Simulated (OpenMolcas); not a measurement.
# Nd3+: moving or changing the point charges

Nd3+ among 8 point charges of -1 e arranged as a hexagonal bipyramid (D6h), 2.29 Å from the ion, with the axial distance 2.267 Å.

- Program: OpenMolcas
- Method: CASSCF
- Basis: ANO-RCC-VTZP [8s7p5d3f2g1h]
- Scalar Hamiltonian: DKH2, point nucleus
- Active space: 3 electrons in 7 orbitals (4f)
- State averaging: 2S+1 = 4 odd, 35 roots; 2S+1 = 2 odd, 89 roots kept (CI in the orbitals of an earlier block)
- Spin-orbit coupling: RASSI with atomic mean-field integrals over the reference wave functions

Runs around this geometry, states. Energies in cm-1 above the lowest state or level, χT in cm3 K/mol.

| R (Å) | q (e) | Ground state | First state of that spin | First gap with spin-orbit (degeneracies) | Width of lowest J | χT at 300 K |
| --- | --- | --- | --- | --- | --- | --- |
| 2.29 | -0.5 | 2S+1 = 4 | 17.3 | 46.0 (2, 2) | 194 | 1.693 |
| 2.29 | -1 | 2S+1 = 4 | 37.2 | 95.1 (2, 2) | 395 | 1.662 |
| 2.39 | -1 | 2S+1 = 4 | 30.7 | 79.7 (2, 2) | 330 | 1.674 |
| 2.63 | -1 | 2S+1 = 4 | 20.2 | 53.8 (2, 2) | 225 | 1.690 |

Taking the width of the lowest J multiplet as R^-n, n = -ln(225 / 395) / ln(2.63 / 2.29) = 4.1 between the shortest and longest distance.

Scaling the charges by -0.5 / -1 = 0.50 scales the width of the lowest J multiplet by 194 / 395 = 0.49; with fixed orbitals a first-order splitting would follow the charge.

High states are left out of the spin-orbit mixing, which shifts the levels that they would mix with. This is an electrostatic model: the charges have no orbitals. An unlabelled pair can be two single states that coincide in this model. No measured value stands beside these numbers.

A state without a sure symmetry label is named by its multiplicity alone.
